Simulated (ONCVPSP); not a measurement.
Building the ONCV potential for Zn (BLYP, scalar-relativistic).

Input for ONCVPSP 4.0.1:

```
# ATOM AND REFERENCE CONFIGURATION
# atsym  z   nc   nv     iexc    psfile
  Zn 30.00    3    5  -106131      upf
#
#   n    l    f
    1    0    2.00
    2    0    2.00
    2    1    6.00
    3    0    2.00
    3    1    6.00
    3    2   10.00
    4    0    1.75
    4    1    0.25
#
# PSEUDOPOTENTIAL AND OPTIMIZATION
# lmax
    2
#
#   l,   rc,      ep,       ncon, nbas, qcut
    0    0.90    0.00    5    8   14.00
    1    1.10    0.00    3    7   12.20
    2    1.10    0.00    4    9   15.60
#
# LOCAL POTENTIAL
# lloc, lpopt,  rc(5),   dvloc0
    4    3    0.80    0.00
#
# VANDERBILT-KLEINMAN-BYLANDER PROJECTORs
# l, nproj, debl
    0    2    3.90
    1    2    1.40
    2    1    3.10
#
# MODEL CORE CHARGE
# icmod, fcfact, rcfact
    0    0.00    0.00
#
# LOG DERIVATIVE ANALYSIS
# epsh1, epsh2, depsh
   -6.00    5.00    0.04
#
# OUTPUT GRID
# rlmax, drl
    6.00    0.01
#
# TEST CONFIGURATIONS
# ncnf
    4
# nvcnf
#   n    l    f
    5
    3    0    2.00
    3    1    6.00
    3    2   10.00
    4    0    2.00
    4    1    0.00
#
    5
    3    0    2.00
    3    1    6.00
    3    2   10.00
    4    0    1.00
    4    1    0.00
#
    5
    3    0    2.00
    3    1    6.00
    3    2   10.00
    4    0    0.00
    4    1    0.00
#
    5
    3    0    2.00
    3    1    6.00
    3    2    9.00
    4    0    2.00
    4    1    1.00
#
```

Command:

```bash
oncvpsp.x < Zn.dat > Zn.out
```

The program printed (shortened: citation, most of the input echo, consistency checks and plot data are left out):

```
ONCVPSP  (Optimized Norm-Conservinng Vanderbilt PSeudopotential)
scalar-relativistic version 4.0.1

#   n    l    f        energy (Ha)
    1    0    2.00    -3.5018582E+02
    2    0    2.00    -4.2596564E+01
    2    1    6.00    -3.6934975E+01
    3    0    2.00    -4.7616683E+00
    3    1    6.00    -3.0808559E+00
    3    2   10.00    -3.9182785E-01
    4    0    1.75    -2.3426282E-01
    4    1    0.25    -5.1104867E-02

Reference configufation results
  iterations    31
  all-electron total energy (Ha)   -1.79634820D+03

Begin loop to  construct optimized pseudo wave functions
and semi-local pseudopoentials for all angular momenta

Calculating optimized projector #   1

 for l=   0

    Fraction of norm inside rc  0.821549
    Optimizing pswf for qcut=  14.02 a_B^-1,  ecut=  98.27 Ha
    Residual kinetic energy error=  5.57D-05 Ha

    Energy error per electron        Cutoff
         Ha          eV             Ha
         0.01000     0.27211       66.54
         0.00100     0.02721       81.57
         0.00010     0.00272       94.60
         0.00001     0.00027      193.91

Calculating optimized projector #   2

 for l=   0

    Fraction of norm inside rc  0.026232
    Optimizing pswf for qcut=  14.02 a_B^-1,  ecut=  98.27 Ha
    Residual kinetic energy error=  6.27D-06 Ha

    Energy error per electron        Cutoff
         Ha          eV             Ha
         0.01000     0.27211       45.62
         0.00100     0.02721       67.10
         0.00010     0.00272       82.90
         0.00001     0.00027       95.74

Calculating optimized projector #   1

 for l=   1

    Fraction of norm inside rc  0.901277
    Optimizing pswf for qcut=  12.20 a_B^-1,  ecut=  74.38 Ha
    Residual kinetic energy error=  2.19D-07 Ha

    Energy error per electron        Cutoff
         Ha          eV             Ha
         0.01000     0.27211       39.45
         0.00100     0.02721       49.56
         0.00010     0.00272       57.96
         0.00001     0.00027       64.94

Calculating optimized projector #   2

 for l=   1

    Fraction of norm inside rc  0.010509
    Optimizing pswf for qcut=  12.20 a_B^-1,  ecut=  74.38 Ha
    Residual kinetic energy error=  8.77D-09 Ha

    Energy error per electron        Cutoff
         Ha          eV             Ha
         0.01000     0.27211       21.28
         0.00100     0.02721       33.86
         0.00010     0.00272       45.08
         0.00001     0.00027       54.56

Calculating optimized projector #   1

 for l=   2

    Fraction of norm inside rc  0.732242
    Optimizing pswf for qcut=  15.61 a_B^-1,  ecut= 121.77 Ha
    Residual kinetic energy error=  7.98D-07 Ha

    Energy error per electron        Cutoff
         Ha          eV             Ha
         0.01000     0.27211       75.51
         0.00100     0.02721       89.72
         0.00010     0.00272      100.98
         0.00001     0.00027      110.06

Construct Vanderbilt / Kleinmman-Bylander projectors

B matrix Hermiticity error, ll=   0
   1   2    5.9885E-04

  Orthonormal projector coefficients  2.7983E+01  1.0168E+00

B matrix Hermiticity error, ll=   1
   1   2    2.0072E-04

  Orthonormal projector coefficients  2.1080E+00 -3.6360E-01

Pseudoatom total energy -224.043380

Diagnostic tests using Vanderbilt-Kleinman-Bylander pseudopotentials
  1 or more projectors used as specified by nproj input data

   l    rcore       rmatch      e in        delta e   norm test  slope test

   0   0.9023388   0.9297357  -4.7616683   0.0000418   1.0002455   1.0002809
   0   0.9023388   0.9297357  -0.2342628   0.0000188   1.0002283   1.0001210

   1   1.1058621   1.1394384  -3.0808559  -0.0000104   1.0002316   1.0002435
   1   1.1058621   1.1394384  -0.0511049   0.0000038   1.0000907   1.0000862

   2   1.1058621   1.1394384  -0.3918279  -0.0000056   0.9999982   1.0000127

 Testing for bound ghosts
   n   l    E NL Schr. Eq   E Basis Diag.   E Cutoff

   1   0       -4.761627       -4.761501    322.84
   2   0       -0.234244        0.337332    322.84

   2   1       -3.080866       -3.080822    182.77
   3   1       -0.051101        0.387808    182.77

   3   2       -0.391833       -0.384419    281.72

 Testing for highly-localized positive-energy ghosts
       l    <radius>/rc     E Basis Diag.   E Cutoff

Test configuration 0

   n   l     f        eae           eps        diff
   1   0  2.0000 -350.18582334
   2   0  2.0000  -42.59656442
   2   1  6.0000  -36.93497477
   3   0  2.0000   -4.76166833   -4.76162651    4.18D-05
   3   1  6.0000   -3.08085593   -3.08086632   -1.04D-05
   3   2 10.0000   -0.39182785   -0.39183342   -5.56D-06
   4   0  1.7500   -0.23426282   -0.23424406    1.88D-05
   4   1  0.2500   -0.05110487   -0.05110106    3.81D-06

    Total energies and differences
      AE_ref= -1.79634820D+03  AE_tst= -1.79634820D+03  dif=  0.00D+00
      PS_ref= -2.24043380D+02  PS_tst= -2.24043380D+02  dif=  2.50D-12
      PSP excitation error= -2.50D-12

Test configuration 1

   n   l     f        eae           eps        diff
   1   0  2.0000 -350.16300541
   2   0  2.0000  -42.57480355
   2   1  6.0000  -36.91314317
   3   0  2.0000   -4.73895164   -4.73895512   -3.48D-06
   3   1  6.0000   -3.05808306   -3.05814671   -6.37D-05
   3   2 10.0000   -0.36944747   -0.36943599    1.15D-05
   4   0  2.0000   -0.21909750   -0.21908485    1.27D-05

    Total energies and differences
      AE_ref= -1.79634820D+03  AE_tst= -1.79639337D+03  dif= -4.52D-02
      PS_ref= -2.24043380D+02  PS_tst= -2.24088554D+02  dif= -4.52D-02
      PSP excitation error=  1.47D-06

Test configuration 2

   n   l     f        eae           eps        diff
   1   0  2.0000 -350.52233936
   2   0  2.0000  -42.92676164
   2   1  6.0000  -37.26571959
   3   0  2.0000   -5.09649557   -5.09620099    2.95D-04
   3   1  6.0000   -3.41605793   -3.41576629    2.92D-04
   3   2 10.0000   -0.72505909   -0.72514710   -8.80D-05
   4   0  1.0000   -0.51915549   -0.51908031    7.52D-05

    Total energies and differences
      AE_ref= -1.79634820D+03  AE_tst= -1.79602809D+03  dif=  3.20D-01
      PS_ref= -2.24043380D+02  PS_tst= -2.23723274D+02  dif=  3.20D-01
      PSP excitation error=  2.94D-06

Test configuration 3

psatom: WARNING lschvkbb convergence error n,l,iter=   3   1   4
ea(ii),et,emin,emax -5.586688E-02 -6.145356E-02 -6.145356E-02 -6.145356E-02
run_config: WARNING for fully non-local PS atom, stg. 1
 WARNING no output for configuration 4

Test configuration 4

   n   l     f        eae           eps        diff
   1   0  2.0000 -350.49952094
   2   0  2.0000  -42.93767228
   2   1  6.0000  -37.27336281
   3   0  2.0000   -5.06820353   -5.07000411   -1.80D-03
   3   1  6.0000   -3.38107445   -3.38313339   -2.06D-03
   3   2  9.0000   -0.66454960   -0.66415303    3.97D-04
   4   0  2.0000   -0.31619537   -0.31628971   -9.43D-05
   4   1  1.0000   -0.09258314   -0.09260238   -1.92D-05

    Total energies and differences
      AE_ref= -1.79634820D+03  AE_tst= -1.79594555D+03  dif=  4.03D-01
      PS_ref= -2.24043380D+02  PS_tst= -2.23640795D+02  dif=  4.03D-01
      PSP excitation error=  6.86D-05
```

The run took about 6.3 s on one core of a shared server CPU.
